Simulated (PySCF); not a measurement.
# Spinor energies of Kr⁺ (krypton, charge +1)

Start: [Ar] 3d10 4s2 4p4 4d1; 4p1/2 filled at m_j = +1/2; 4p3/2 filled at m_j = -1/2, +1/2, +3/2; 4d5/2 filled at m_j = +5/2. Calculated with PySCF 2.14 in x2c-TZVPall-2c with one added diffuse shell each of s, p, d type (7s8p5d1f, 63 functions): generalised Hartree-Fock with the X2C-1e Hamiltonian and a Gaussian nucleus; one run each with spin-orbit coupling (SO) switched off, then screened by Boettger's factors. This is a chosen level, not necessarily the ground level.

```json
{"spinor shell": "1s1/2", "electrons": "2", "ε, spin-free (eV)": "-14421.6", "ε, screened SO (eV)": "-14421.1", "weight of nominal j (screened SO)": "1.000", "rms radius, screened SO (bohr)": "0.0478"}
{"spinor shell": "2s1/2", "electrons": "2", "ε, spin-free (eV)": "-1977.1", "ε, screened SO (eV)": "-1976.9", "weight of nominal j (screened SO)": "1.000", "rms radius, screened SO (bohr)": "0.199"}
{"spinor shell": "2p1/2", "electrons": "2", "ε, spin-free (eV)": "-1744.6", "ε, screened SO (eV)": "-1781.5", "weight of nominal j (screened SO)": "1.000", "rms radius, screened SO (bohr)": "0.174"}
{"spinor shell": "2p3/2", "electrons": "4", "ε, spin-free (eV)": "-1744.6", "ε, screened SO (eV)": "-1726.8", "weight of nominal j (screened SO)": "1.000", "rms radius, screened SO (bohr)": "0.178"}
{"spinor shell": "3s1/2", "electrons": "2", "ε, spin-free (eV)": "-321.60", "ε, screened SO (eV)": "-321.51", "weight of nominal j (screened SO)": "1.000", "rms radius, screened SO (bohr)": "0.565"}
{"spinor shell": "3p1/2", "electrons": "2", "ε, spin-free (eV)": "-245.05", "ε, screened SO (eV)": "-250.87", "weight of nominal j (screened SO)": "0.999", "rms radius, screened SO (bohr)": "0.574"}
{"spinor shell": "3d3/2", "electrons": "4", "ε, spin-free (eV)": "-118.24", "ε, screened SO (eV)": "-119.01", "weight of nominal j (screened SO)": "0.976", "rms radius, screened SO (bohr)": "0.609"}
{"spinor shell": "3d5/2", "electrons": "6", "ε, spin-free (eV)": "-118.24", "ε, screened SO (eV)": "-117.59", "weight of nominal j (screened SO)": "0.984", "rms radius, screened SO (bohr)": "0.611"}
{"spinor shell": "4s1/2", "electrons": "2", "ε, spin-free (eV)": "-45.025", "ε, screened SO (eV)": "-45.005", "weight of nominal j (screened SO)": "1.000", "rms radius, screened SO (bohr)": "1.64"}
{"spinor shell": "4p3/2", "electrons": "3", "ε, spin-free (eV)": "-28.566", "ε, screened SO (eV)": "-29.522", "weight of nominal j (screened SO)": "0.597", "rms radius, screened SO (bohr)": "1.91"}
{"spinor shell": "4p1/2", "electrons": "1", "ε, spin-free (eV)": "-28.566", "ε, screened SO (eV)": "-25.927", "weight of nominal j (screened SO)": "0.634", "rms radius, screened SO (bohr)": "1.91"}
{"spinor shell": "4d5/2", "electrons": "1", "ε, spin-free (eV)": "-8.298", "ε, screened SO (eV)": "-8.291", "weight of nominal j (screened SO)": "1.000", "rms radius, screened SO (bohr)": "3.34"}
```

Where does 3p3/2 lie, and what is the 3p spin-orbit splitting (screened SO)?

At -242.16 eV, 8.710 eV above 3p1/2.

```json
{"quantity": "E (hartree)", "spin-free": "-2787.05261", "screened SO": "-2787.23216"}
{"quantity": "M_J", "spin-free": "9/2", "screened SO": "9/2"}
{"quantity": "⟨J²⟩", "spin-free": "24.760", "screened SO": "24.766"}
{"quantity": "⟨L²⟩", "spin-free": "12.009", "screened SO": "12.362"}
{"quantity": "⟨S²⟩", "spin-free": "3.751", "screened SO": "3.626"}
```

Each row is a mean over spinors that exchange with the open shell spreads, by up to 6.858 eV (4s1/2).

Rows whose weight is well below 1 are mixtures of j = l ± 1/2: exchange outweighs spin-orbit coupling there, and the label is only the starting occupation.

Without spin-orbit coupling the j labels of p, d and f shells carry no meaning; the spin-free column gives the mean over the occupied spinors of each nl shell.
